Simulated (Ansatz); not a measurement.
Series FeX3: vertical IE (eV) at several levels, gas phase, relaxed structures; Ansatz. The spins of the ions were chosen, not always searched. The structures are stationary points that may keep the symmetry of their start. Remarks come from the PBE and PBE0 runs and from stability tests at other levels; not every state was tested.

| species | state | geometry | r2SCAN-D4/def2-TZVP | PBE0-D4/def2-TZVP | remarks |
| --- | --- | --- | --- | --- | --- |
| FeCl3 | sextet to septet | r2SCAN-D4/def2-SVP | 10.96 | 11.14 | – |
| FeBr3 | sextet to septet | r2SCAN-D4/def2-SVP | 10.12 | 10.23 | – |
| FeF3 | sextet to quintet | PBE0-D4/def2-TZVP | 12.45 | 13.26 | spin-contaminated (⟨S²⟩ up to 6.23) (+1 quintet) |

**Question.** Estimate the column for PBE-D4/def2-TZVP.

**Answer.** FeCl3 10.73; FeBr3 9.87; FeF3 11.77.

Over the 3 species that have every level, the mean is 10.79 at PBE-D4/def2-TZVP, 11.18 at r2SCAN-D4/def2-TZVP, 11.54 at PBE0-D4/def2-TZVP.
